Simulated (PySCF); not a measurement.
# Core binding energy against partial charge

Species: C₃H₁₀OSi.
Numbering: `[CH3:1][O:2][CH2:3][SiH2:4][CH3:5]`

Binding energies: delta-SCF UKS SCAN, pcX-2 on the ionised atom, pcseg-1 elsewhere, spin-free X2C in PySCF 2.14.0. Charges: PBE0/pcSseg-1 ground-state density, for the ionised atom.

| atom | environment | C 1s (eV) | Mulliken (e) | IAO (e) | Hirshfeld (e) | ESP (e) |
| --- | --- | --- | --- | --- | --- | --- |
| C5 | Si-methyl carbon | 290.07 | -0.633 | -0.712 | -0.210 | -0.537 |
| C3 | sp3 carbon bound to oxygen | 291.41 | -0.250 | -0.327 | -0.088 | -0.230 |
| C1 | methoxy carbon | 292.11 | -0.031 | -0.190 | -0.039 | -0.197 |

Q: Give the correlation coefficient and slope of binding energy on charge for each scheme.

A: Mulliken: r = 1.00, slope 3.4 eV per e; Hirshfeld: r = 1.00, slope 11.7 eV per e; IAO: r = 1.00, slope 3.8 eV per e; ESP: r = 0.97, slope 5.3 eV per e. On 3 points no scheme stands out.

Q: The point-charge model writes a binding energy as kq + V + constant, with V the potential of the other atoms' charges at the site. What does it give with the ESP charges?

A: V = Σ 14.40 eV Å × q/r over all other atoms: +7.11 eV at C5, +2.63 eV at C3, +2.16 eV at C1. Fitting binding energy − V to q gives k = 19.9 eV per e and leaves an rms residual of 0.22 eV, against 0.22 eV for the fit on q alone. The model has no term for differences in relaxation between sites.

Isolated species at its PBE0-D3(BJ)/def2-SVP geometry (one conformer only).

Conformer computed: `[CH3:1][O:2][CH2:3][SiH2:4][CH3:5]`: C1–O2–C3–Si4 180°, O2–C3–Si4–C5 56°.
